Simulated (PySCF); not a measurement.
# `[H]/N=C\[SiH2]Br` in a uniform electric field

Species: CH4BrNSi.
Structure used (PBE0-D3(BJ)/def2-SVP), in Å, numbered top down from 1:
```
atom  x, y, z in Å
N1     1.786    0.814    0.476
C2     0.723    0.122    0.458
Si3   -1.063    0.771    0.474
Br4   -0.923    2.995    0.505
H5     1.562    1.820    0.498
H6     0.843   -0.979    0.431
H7    -1.804    0.345   -0.747
H8    -1.793    0.314    1.689
```

Level: CAM-B3LYP/def2-SVPD (PySCF); nuclei fixed, core orbitals frozen in the response. Permanent dipole (-1.864, -1.073, -0.018) D (1 au = 2.5417 D). Static polarisability (au):

```
x   72.32 -0.08  0.02
y   -0.08 76.24  0.40
z    0.02  0.40 52.76
```

Only the terms in μ and α are kept: μ(F) = μ + αF and ΔE = −μ·F − ½ F·αF.

**Question.** Apply 0.002 au along ±x, ±y and ±z in turn. Tabulate induced and total dipoles and both energy terms.

**Answer.** 
| field along | induced x (D) | induced y (D) | induced z (D) | total size (D) | −μ·F (kJ/mol) | −½F·αF (kJ/mol) |
| --- | --- | --- | --- | --- | --- | --- |
| +x | 0.368 | 0.000 | 0.000 | 1.842 | +3.851 | -0.380 |
| −x | -0.368 | 0.000 | 0.000 | 2.476 | -3.851 | -0.380 |
| +y | 0.000 | 0.388 | 0.002 | 1.986 | +2.217 | -0.400 |
| −y | 0.000 | -0.388 | -0.002 | 2.368 | -2.217 | -0.400 |
| +z | 0.000 | 0.002 | 0.268 | 2.164 | +0.037 | -0.277 |
| −z | 0.000 | -0.002 | -0.268 | 2.171 | -0.037 | -0.277 |

**Question.** For the field (0.0002, 0.0010, 0.0002) au, what is the induced dipole, and what angle does it make with the field?

**Answer.** αF = (0.037, 0.194, 0.028) D, at 3.1° to the field. The polarisability along this direction, F·αF/F², is 75.35 au, against a mean of 67.11 au.

**Question.** At what field along the permanent dipole would the induced dipole along it equal the permanent one, in this linear picture?

**Answer.** The polarisability along the dipole is 73.23 au, so F = 0.8462 au / 73.23 au = 0.0116 au = 0.59 V/Å; higher-order terms are ignored.

**Question.** What field makes μF equal to kT at 298 K?

**Answer.** kT = 0.9437 × 10⁻³ Eh, so F = 0.00112 au = 5.73 MV/cm.

**Question.** A unit point charge sits 12 Å away. Estimate the induction energy −αe²/2R⁴ with the mean polarisability, treating the molecule as a point.

**Answer.** R = 22.68 bohr, so the energy is −67.1/(2 × 22.68⁴) Eh = -0.333 kJ/mol. The charge–dipole term at its most favourable orientation, −μe/R², is -4.32 kJ/mol.

One conformer (not necessarily the lowest) at the PBE0-D3(BJ)/def2-SVP geometry, without solvent, vibrations or thermal averaging. The calculation is non-relativistic, for bromine too.
